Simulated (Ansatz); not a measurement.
The cluster Al₂Cu₈. The state is a singlet with charge 0. Geometry PBE-D4/def2-SVP.

```xyz
10

Al   -1.9820   -1.0187   -0.7749
Al   -1.2668   -1.7742    1.5713
Cu    0.3349    2.2215   -1.4410
Cu    0.4021   -0.0635    2.1453
Cu    1.6284    0.8954    0.1233
Cu   -0.8034    0.8632    0.2793
Cu    0.1924   -0.1367   -1.7362
Cu    2.6142   -0.7090    1.5952
Cu   -1.8246    1.1097   -1.9745
Cu    0.7049   -1.3878    0.2121
```

The restricted singlet is unstable towards broken spin symmetry in Hartree–Fock (as tested in another run); at HF/STO-3G, PBE-D4/def2-SVP, r2SCAN-D4/def2-SVP, PBE0-D4/def2-SVP this wasn't settled. Another isomer (singlet) lies 0.31 eV lower at PBE0-D4/def2-SVP; other spin states weren't run for this one.

Problem. Estimate the orbital energies around the gap (eV) in Ansatz with HF/STO-3G, PBE-D4/def2-SVP, r2SCAN-D4/def2-SVP, PBE0-D4/def2-SVP.

Solution. 
```tsv
orbital	HF/STO-3G	PBE-D4/def2-SVP	r2SCAN-D4/def2-SVP	PBE0-D4/def2-SVP
HOMO−9	-10.59	-5.53	-5.63	-7.24
HOMO−8	-9.07	-5.48	-5.60	-7.23
HOMO−7	-8.32	-5.41	-5.52	-7.16
HOMO−6	-7.45	-5.37	-5.48	-7.07
HOMO−5	-6.81	-5.35	-5.45	-7.03
HOMO−4	-6.69	-5.32	-5.40	-6.95
HOMO−3	-6.00	-5.12	-5.15	-5.84
HOMO−2	-5.21	-4.74	-4.75	-5.29
HOMO−1	-5.16	-4.44	-4.45	-4.94
HOMO	-4.93	-4.32	-4.33	-4.77
LUMO	0.42	-3.44	-3.36	-2.74
LUMO+1	0.58	-3.25	-3.16	-2.53
LUMO+2	2.02	-2.66	-2.55	-1.96
LUMO+3	2.15	-2.43	-2.32	-1.72
LUMO+4	3.18	-2.12	-1.97	-1.37
LUMO+5	4.83	-2.07	-1.92	-1.32
```
